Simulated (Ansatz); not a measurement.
Consider the formal exchange of groups at the Si–Si bond: `N[Si](N)([SiH3])[SiH3]` + `C1N[SiH2][SiH2]1` → `[SiH3][SiH]1NC[SiH2]1` + `N[SiH](N)[SiH3]`.

Program: Ansatz. Geometries: PBE0-D4/def2-TZVP. ΔE: electronic, gas phase. CCSD(T)/CBS is the MP2 limit (def2-TZVPP, def2-QZVPP) plus CCSD(T) − MP2 in def2-TZVPP, frozen cores. One conformer a species, not always the lowest.

```json
{"level": "MP2/def2-TZVPP", "ΔE (kJ/mol)": "-6.9"}
{"level": "CCSD(T)/def2-TZVPP", "ΔE (kJ/mol)": "-6.8"}
```

Q: What does CCSD(T)/CBS give? (Best estimate.)

A: The calculation gave: -6.6 kJ/mol. The listed levels differ from it by -0.3, -0.2 kJ/mol.

Largest T1 diagnostic among the species: 0.013.

In def2-TZVPP, CCSD(T) changes the Hartree–Fock value by +3.3 kJ/mol (the triples alone add +0.6 kJ/mol) and MP2 by +3.2 kJ/mol.
